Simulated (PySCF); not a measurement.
Gas-phase reaction: 2 GeHCl3 + 3 F2 ⇌ 2 GeHF3 + 3 Cl2

Computed with PySCF (xtb for GFN2) and rigid-rotor harmonic-oscillator thermochemistry at 1 bar. † marks an energy on the PBE0/def2-TZVP geometry and frequencies; other levels use their own. MP2 and CCSD(T) freeze the core. All species are closed-shell singlets. Ge: all electrons, no relativistic terms. GeHF3: computed as isolated molecules; such fragments, hydroxides, amides, oligomers or adducts are transient or little studied in the gas. MP2 isn't extrapolated to the basis-set limit; its ΔH°(298 K) is -1016.9 kJ in def2-SVP and -1093.9 kJ in def2-TZVPP. CCSD(T) isn't extrapolated to the basis-set limit; its ΔH°(298 K) is -961.8 kJ in def2-SVP and -1040.2 kJ in def2-TZVPP. The harmonic model lacks anharmonicity and excited electronic states, which grow with temperature; levels with a mode under 35 cm⁻¹ are left out.

```tsv
level	ΔE electronic, kJ	ΔH°(298 K), kJ	ΔS°(298 K), J/K	ΔG°(2500 K), kJ
CCSD(T)/def2-SVP†	-964	-962	-7	-936
CCSD(T)/def2-TZVPP†	-1042	-1040	-7	-1014
GFN2-xTB	-849	-845	2	-846
MP2/def2-SVP†	-1019	-1017	-7	-991
MP2/def2-TZVPP†	-1096	-1094	-7	-1068
PBE/def2-TZVP†	-990	-988	-7	-963
PBE0/def2-QZVP†	-1057	-1055	-7	-1030
LDA/def2-TZVP†	-1038	-1036	-7	-1010
```
ΔH° is lowest at MP2/def2-TZVPP† and highest at GFN2-xTB. No reference value is set beside these.
